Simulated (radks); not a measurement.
Results of a calculation; reference values are marked as such.
The germanium ion Ge7+ is in [Ar] 3d7. Level of theory: scalar-relativistic Kohn-Sham, PBEsol, spin-polarised, spherical densities, finite nucleus; Fermi nuclear charge, rms radius of each element as measured or else 0.836 A^(1/3) + 0.57 fm (a radial shooting solver on a logarithmic mesh with Libxc functionals). Open shells are filled with parallel spins first. One electron is removed from 3d, 3p, 3s, 2p in turn, with full relaxation. Which removal costs least, and what does each cost?

Answer. 3d 176.14 eV; 3p 264.27 eV; 3s 317.99 eV; 2p 1386.7 eV. The 3d electron leaves first.
